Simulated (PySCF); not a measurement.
SMILES B[SiH2]C(C)(C)C (C4H13BSi) (GFN2-xTB optimised geometry):

```
19

B      2.001    -1.611     0.014
Si     1.360     0.232     0.000
C     -0.579     0.232     0.000
C     -1.095    -0.489    -1.245
C     -1.112     1.663     0.000
C     -1.095    -0.489     1.245
H      2.203    -2.202    -0.976
H      2.171    -2.197     1.012
H      1.742     1.069     1.157
H      1.741     1.055    -1.167
H     -2.186    -0.478    -1.269
H     -0.734    -0.005    -2.150
H     -0.768    -1.527    -1.259
H     -0.769     2.202    -0.880
H     -2.203     1.666    -0.001
H     -0.772     2.201     0.882
H     -2.186    -0.475     1.271
H     -0.731    -0.007     2.150
H     -0.771    -1.529     1.257
```

Computed with PBE/def2-SVP in PySCF 2.14.0.

What are the frontier orbital energies and the dipole moment?

HOMO-2 -7.52 eV, HOMO-1 -7.27 eV, HOMO -6.50 eV, LUMO -3.41 eV, LUMO+1 0.78 eV; dipole moment 0.75 D.

On the same geometry PBE0/def2-SVP run with PySCF 2.14.0 gives HOMO-2 -8.88 eV, HOMO-1 -8.59 eV, HOMO -7.66 eV, LUMO -2.47 eV, LUMO+1 1.66 eV; dipole moment 0.65 D.

Meta-Löwdin charges at PBE/def2-SVP: B1 -0.18, Si2 0.42, C3 -0.09, C4 -0.30, C5 -0.30, C6 -0.30, H7 0.03, H8 0.03, H9 -0.09, H10 -0.09, H11 0.09, H12 0.10, H13 0.09, H14 0.10, H15 0.10, H16 0.10, H17 0.09, H18 0.10, H19 0.09.
